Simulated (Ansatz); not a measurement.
```yaml
crystal:
  periodic: [false, false, false]
  atoms:
    - {symbol: C, position_ang: [0.605802, -2.492046, 0.659319]}
    - {symbol: C, position_ang: [0.458564, -1.505613, 0.041773]}
    - {symbol: Ge, position_ang: [0.218950, 0.173516, -0.870704]}
    - {symbol: Cl, position_ang: [-1.180554, -0.240178, -2.485036]}
    - {symbol: Cl, position_ang: [2.014705, 0.737338, -1.635942]}
    - {symbol: C, position_ang: [-0.532014, 1.358264, 0.300522]}
    - {symbol: C, position_ang: [-0.964402, 2.272410, 0.992367]}
    - {symbol: H, position_ang: [0.824045, -3.507423, 1.220111]}
    - {symbol: H, position_ang: [-1.390350, 3.041107, 1.646823]}
basis:
  gaussian: {orbitals: aug-cc-pVDZ}
magnetization: {spin_polarized: true, initial_magnetization: 2}
hamiltonian: {xc: {name: wB97X-D}, pseudopotentials: {relativity: none}}
accuracy: high
output: {forces: true}
```

```sh
$ ansatz run in.yaml --threads 4 --pin off --events-out ev --progress --plain --max-ram 11315MiB
```

Shortened log:

```
Error: YAML parse error: error: line 16 column 19: hamiltonian.xc: no functional is named "wB97X-D"; the names, which are not case-sensitive, are SVWN5, SPW92, PBE, PBE0, PBEsol, revPBE, revPBE0, RPBE, rPW86-PBE, HSE06, wPBEh, LC-wPBE, HISS, HF, BLYP, B3LYP, B3LYP5, BHLYP, CAM-B3LYP, r2SCAN, r2SCANh, r2SCAN0, r2SCAN50, m-r2SCAN, B97, wB97, wB97X, wB97X-V, B97M-V, wB97M-V, B2PLYP, B2GP-PLYP, PBE0-DH, PBE-QIDH
  --> <input>:16:19
   |
14 |   gaussian: {orbitals: aug-cc-pVDZ}
15 | magnetization: {spin_polarized: true, initial_magnetization: 2}
16 | hamiltonian: {xc: {name: wB97X-D}, pseudopotentials: {relativity: none}}
   |                   ^ hamiltonian.xc: no functional is named "wB97X-D"; the names, which are not case-sensitive, are SVWN5, SPW92, PBE, PBE0, PBEsol, revPBE, revPBE0, RPBE, rPW86-PBE, HSE06, wPBEh, LC-wPBE, HISS, HF, BLYP, B3LYP, B3LYP5, BHLYP, CAM-B3LYP, r2SCAN, r2SCANh, r2SCAN0, r2SCAN50, m-r2SCAN, B97, wB97, wB97X, wB97X-V, B97M-V, wB97M-V, B2PLYP, B2GP-PLYP, PBE0-DH, PBE-QIDH
17 | accuracy: high
18 | output: {forces: true}
   |
```

(1) Something in this input is off. What?

Answers

(1) The method's name isn't one that the program takes here. The input was rejected before any iteration.

HSE06 is defined as in plane-wave codes.
